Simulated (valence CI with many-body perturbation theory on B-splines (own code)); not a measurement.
**E1 transitions of Nd⁵³⁺**

Computed by configuration interaction combined with many-body perturbation theory (CI+MBPT): five valence electrons over a frozen Dirac-Fock core [He], radial functions for each j: 9 s, 9 p, 8 d, 6 f, 3 g, 1 h, with the one-electron correlation potential Σ1, the two-electron term Σ2, the three-electron term Σ3, Breit, model QED; selected CI, second order for the rest (own B-spline code, finite nucleus).

No measured spectrum was set against this ion. As an estimate, large intervals hold to a few tenths of a per cent, small ones and those within an open d or f shell to about a per cent. Among the levels kept, up to 1200 cm⁻¹ of a level comes from second order outside the variational space, and about a tenth of that is noise between levels of different J, which matters for small intervals.

Lines 101 to 150 of 254 in falling wavelength, among levels below 6862.0 eV, chosen from the strongest by gf and those to the six lowest levels. Wavelengths and rates use the calculated energies. Electric multipoles are in the length gauge, E1 and E2 with the static RPA response of the core. Weak lines are less certain than strong ones. Lines between different terms over intervals too small for the method are left out, as are lines whose strength nearly cancels. The highest levels of a list are the least certain.

Levels are named by their leading jj configuration (3d3/2^4 stands for four electrons in 3d with j = 3/2), which in mixed levels can hold well under half, so a name can repeat and another be missing. Letters in brackets count levels of one name in rising energy.

| λ vac (nm) | Upper | Lower | A (s⁻¹) | S (a.u.) with core polarisation | S without |
| --- | --- | --- | --- | --- | --- |
| 1.491 | (2s 2p1/2 2p3/2^3) J=3/2 [b] | (2s^2 2p1/2 2p3/2^2) J=1/2 | 8.89e+11 | 5.82e-03 | 5.83e-03 |
| 1.488 | (2s 2p1/2^2 2p3/2 3p1/2) J=1/2 | (2s^2 2p1/2^2 3p1/2) J=1/2 | 1.53e+12 | 4.97e-03 | 4.97e-03 |
| 1.487 | (2s 2p1/2^2 2p3/2 3p1/2) J=3/2 [b] | (2s^2 2p1/2^2 3p1/2) J=1/2 | 1.12e+12 | 7.28e-03 | 7.29e-03 |
| 1.486 | (2s 2p1/2^2 2p3/2 3p3/2) J=3/2 [b] | (2s^2 2p1/2^2 3p3/2) J=3/2 | 1.88e+12 | 1.22e-02 | 1.22e-02 |
| 1.484 | (2s 2p1/2 2p3/2^3) J=5/2 | (2s^2 2p1/2 2p3/2^2) J=3/2 | 8.34e+10 | 8.08e-04 | 8.09e-04 |
| 1.484 | (2p1/2^2 2p3/2^3) J=3/2 | (2s 2p1/2^2 2p3/2^2) J=3/2 | 2.91e+12 | 1.88e-02 | 1.88e-02 |
| 1.481 | (2s 2p3/2^4) J=1/2 | (2s^2 2p3/2^3) J=3/2 | 3.43e+12 | 1.10e-02 | 1.10e-02 |
| 1.481 | (2p1/2^2 2p3/2^3) J=3/2 | (2s 2p1/2^2 2p3/2^2) J=1/2 | 6.40e+11 | 4.11e-03 | 4.11e-03 |
| 1.480 | (2s 2p1/2^2 2p3/2 3s) J=3/2 [b] | (2s^2 2p1/2^2 3s) J=1/2 | 1.73e+12 | 1.11e-02 | 1.11e-02 |
| 1.479 | (2s 2p1/2^2 2p3/2 3p3/2) J=1/2 [b] | (2s^2 2p1/2^2 3p3/2) J=3/2 | 1.89e+12 | 6.03e-03 | 6.04e-03 |
| 1.479 | (2p1/2 2p3/2^4) J=1/2 | (2s 2p1/2 2p3/2^3) J=1/2 | 1.85e+12 | 5.90e-03 | 5.91e-03 |
| 1.476 | (2s 2p1/2^2 2p3/2 3s) J=1/2 | (2s^2 2p1/2^2 3s) J=1/2 | 1.17e+12 | 3.70e-03 | 3.71e-03 |
| 1.446 | (2s 2p1/2^2 2p3/2^2) J=1/2 | (2s^2 2p1/2^2 2p3/2) J=3/2 | 1.77e+12 | 5.29e-03 | 5.30e-03 |
| 1.444 | (2s 2p1/2^2 2p3/2^2) J=3/2 | (2s^2 2p1/2^2 2p3/2) J=3/2 | 3.14e+12 | 1.87e-02 | 1.87e-02 |
| 1.427 | (2s 2p1/2 2p3/2^3) J=3/2 [b] | (2s^2 2p1/2 2p3/2^2) J=5/2 | 3.02e+12 | 1.73e-02 | 1.73e-02 |
| 1.409 | (2s 2p1/2 2p3/2^3) J=1/2 | (2s^2 2p1/2 2p3/2^2) J=3/2 | 2.93e+12 | 8.10e-03 | 8.11e-03 |
| 1.393 | (2s 2p1/2 2p3/2^3) J=3/2 [b] | (2s^2 2p1/2 2p3/2^2) J=3/2 | 9.71e+10 | 5.18e-04 | 5.19e-04 |
| 1.353 | (2p1/2^2 2p3/2^3) J=3/2 | (2s 2p1/2^2 2p3/2^2) J=5/2 | 8.92e+11 | 4.36e-03 | 4.37e-03 |
| 0.9361 | (2s 2p1/2 2p3/2^3) J=3/2 [a] | (2s^2 2p1/2^2 2p3/2) J=3/2 | 1.36e+10 | 2.21e-05 | 2.21e-05 |
| 0.8827 | (2s 2p1/2 2p3/2^3) J=1/2 | (2s^2 2p1/2^2 2p3/2) J=3/2 | 4.39e+10 | 2.98e-05 | 2.99e-05 |
| 0.8762 | (2s 2p1/2 2p3/2^3) J=3/2 [b] | (2s^2 2p1/2^2 2p3/2) J=3/2 | 2.85e+10 | 3.78e-05 | 3.79e-05 |
| 0.8721 | (2s 2p3/2^4) J=1/2 | (2s^2 2p1/2 2p3/2^2) J=3/2 | 6.26e+10 | 4.10e-05 | 4.11e-05 |
| 0.2512 | (2s^2 2p1/2^2 3p1/2) J=1/2 | (2s 2p1/2^2 2p3/2^2) J=1/2 | 1.04e+11 | 1.63e-06 | 1.63e-06 |
| 0.2392 | (2s^2 2p1/2^2 3p3/2) J=3/2 | (2s 2p1/2^2 2p3/2^2) J=5/2 | 1.27e+11 | 3.42e-06 | 3.41e-06 |
| 0.2275 | (2s^2 2p1/2^2 3d3/2) J=3/2 | (2s^2 2p1/2 2p3/2^2) J=1/2 | 7.32e+10 | 1.70e-06 | 1.70e-06 |
| 0.2251 | (2s^2 2p1/2^2 3d3/2) J=3/2 | (2s^2 2p1/2 2p3/2^2) J=3/2 | 1.84e+11 | 4.14e-06 | 4.15e-06 |
| 0.2248 | (2s^2 2p1/2 2p3/2 3p1/2) J=3/2 [b] | (2s 2p1/2^2 2p3/2^2) J=1/2 | 3.26e+11 | 7.31e-06 | 7.30e-06 |
| 0.2228 | (2s^2 2p1/2 2p3/2 3p1/2) J=5/2 | (2s 2p1/2^2 2p3/2^2) J=5/2 | 1.08e+11 | 3.52e-06 | 3.51e-06 |
| 0.2216 | (2s^2 2p1/2 2p3/2 3p1/2) J=3/2 [b] | (2s 2p1/2^2 2p3/2^2) J=5/2 | 4.00e+11 | 8.60e-06 | 8.58e-06 |
| 0.2203 | (2s 2p1/2^2 2p3/2 3s) J=3/2 [a] | (2s 2p1/2^2 2p3/2^2) J=1/2 | 2.19e+13 | 4.61e-04 | 4.60e-04 |
| 0.2202 | (2s^2 2p1/2 2p3/2 3p3/2) J=1/2 [a] | (2s 2p1/2^2 2p3/2^2) J=1/2 | 6.82e+11 | 7.18e-06 | 7.16e-06 |
| 0.2199 | (2s^2 2p1/2 2p3/2 3p3/2) J=3/2 [a] | (2s 2p1/2^2 2p3/2^2) J=1/2 | 9.06e+10 | 1.90e-06 | 1.90e-06 |
| 0.2190 | (2s^2 2p1/2 2p3/2 3p3/2) J=3/2 [b] | (2s 2p1/2^2 2p3/2^2) J=1/2 | 4.43e+12 | 9.18e-05 | 9.16e-05 |
| 0.2188 | (2s^2 2p1/2 2p3/2 3s) J=3/2 [a] | (2s^2 2p1/2 2p3/2^2) J=1/2 | 3.28e+11 | 6.79e-06 | 6.77e-06 |
| 0.2185 | (2s^2 2p1/2 2p3/2 3s) J=1/2 | (2s^2 2p1/2 2p3/2^2) J=1/2 | 2.90e+13 | 2.99e-04 | 2.98e-04 |
| 0.2185 | (2s^2 2p1/2 2p3/2 3p3/2) J=1/2 [b] | (2s 2p1/2^2 2p3/2^2) J=1/2 | 1.53e+13 | 1.58e-04 | 1.58e-04 |
| 0.2182 | (2s 2p1/2^2 2p3/2 3s) J=5/2 | (2s 2p1/2^2 2p3/2^2) J=5/2 | 2.80e+13 | 8.60e-04 | 8.58e-04 |
| 0.2179 | (2s^2 2p1/2 2p3/2 3s) J=3/2 [b] | (2s^2 2p1/2 2p3/2^2) J=1/2 | 2.88e+13 | 5.89e-04 | 5.88e-04 |
| 0.2177 | (2s 2p1/2^2 2p3/2 3s) J=3/2 [b] | (2s 2p1/2^2 2p3/2^2) J=3/2 | 3.03e+13 | 6.16e-04 | 6.15e-04 |
| 0.2177 | (2s 2p1/2^2 2p3/2 3s) J=3/2 [b] | (2s 2p1/2^2 2p3/2^2) J=1/2 | 4.70e+11 | 9.56e-06 | 9.55e-06 |
| 0.2176 | (2s 2p1/2^2 2p3/2 3s) J=1/2 | (2s 2p1/2^2 2p3/2^2) J=3/2 | 3.97e+13 | 4.04e-04 | 4.03e-04 |
| 0.2176 | (2s 2p1/2^2 2p3/2 3s) J=1/2 | (2s 2p1/2^2 2p3/2^2) J=1/2 | 1.66e+13 | 1.69e-04 | 1.69e-04 |
| 0.2174 | (2s^2 2p1/2 2p3/2 3s) J=3/2 [a] | (2s^2 2p1/2 2p3/2^2) J=5/2 | 8.32e+12 | 1.69e-04 | 1.68e-04 |
| 0.2172 | (2s 2p1/2^2 2p3/2 3s) J=3/2 [a] | (2s 2p1/2^2 2p3/2^2) J=5/2 | 5.58e+13 | 1.13e-03 | 1.13e-03 |
| 0.2172 | (2s^2 2p3/2^2 3s) J=5/2 | (2s^2 2p3/2^3) J=3/2 | 1.48e+13 | 4.48e-04 | 4.47e-04 |
| 0.2169 | (2s^2 2p1/2^2 3s) J=1/2 | (2s^2 2p1/2^2 2p3/2) J=3/2 | 7.96e+13 | 8.02e-04 | 8.00e-04 |
| 0.2169 | (2s^2 2p3/2^2 3s) J=3/2 | (2s^2 2p3/2^3) J=3/2 | 8.97e+13 | 1.81e-03 | 1.80e-03 |
| 0.2169 | (2s^2 2p1/2 2p3/2 3p3/2) J=5/2 [a] | (2s 2p1/2^2 2p3/2^2) J=5/2 | 9.57e+12 | 2.89e-04 | 2.89e-04 |
| 0.2168 | (2s^2 2p1/2 2p3/2 3p3/2) J=3/2 [a] | (2s 2p1/2^2 2p3/2^2) J=5/2 | 4.71e+11 | 9.47e-06 | 9.46e-06 |
| 0.2167 | (2s^2 2p1/2 2p3/2 3s) J=5/2 | (2s^2 2p1/2 2p3/2^2) J=5/2 | 3.86e+13 | 1.16e-03 | 1.16e-03 |
